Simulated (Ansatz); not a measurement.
SnCl3, that is [SnCl3]- with one electron fewer. The state is a doublet with charge 0. Geometry PBE-D4/def2-SVPD, that of the charge -1 singlet; atoms count from 1.

```xyz
4

Sn    0.4865   -0.0654    0.7795
Cl    0.3955    2.1697   -0.4277
Cl   -2.0048   -0.5667    0.8408
Cl    1.1228   -1.5377   -1.1926
```

In the def2 sets Sn takes a core potential; there is no spin–orbit coupling.

Q: Estimate the Mulliken populations from the PBE0/def2-TZVPD orbitals of Ansatz.

A: 
```csv
atom,charge (e),spin (α − β)
Sn1,0.99,0.37
Cl2,-0.33,0.21
Cl3,-0.33,0.21
Cl4,-0.33,0.21
```
Mulliken values depend strongly on the basis. With diffuse functions, as here, like atoms can get unlike values, and bond orders can come out too low or too high.

Q: Where does the spin sit?

A: Summed by element: Sn 0.37, Cl 0.63, of 1 unpaired in all. Largest on single atoms: Sn1 0.37, Cl3 0.21, Cl4 0.21.

Q: And the Mayer bond orders between heavy atoms (over 0.3)?

A: Sn1–Cl2 0.85 (2.54 Å); Sn1–Cl3 0.85 (2.54 Å); Sn1–Cl4 0.85 (2.54 Å).
